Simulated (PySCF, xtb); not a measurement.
Si(Br)2 anion (Br2Si), SMILES [Si](Br)Br (connectivity only; charge and spin as stated), charge -1, multiplicity 2.

Geometry: PBE0-D3(BJ)/def2-SVPD. The spin state was assumed, not searched. The isomer is the one that the SMILES or the coordinates give; other isomers of the formula were not compared.

The numbers are results of IEF-PCM-ωB97X/def2-SVPD (PySCF), not measurements.

The values are the electrostatic part of the solvation free energy, E(continuum) − E(gas) at the gas-phase geometry, in a cavity of scaled van der Waals radii (PySCF's table); cavitation and dispersion terms are not included.

```csv
solvent,ε,ΔG(elec) (kcal/mol)
water,78.36,-48.6
dichloromethane,8.93,-43.6
toluene,2.37,-28.2
```

For comparison, GFN2-xTB/ALPB(water) (xtb, at the GFN2-xTB geometry, all terms of that model) gives -52.4 kcal/mol.
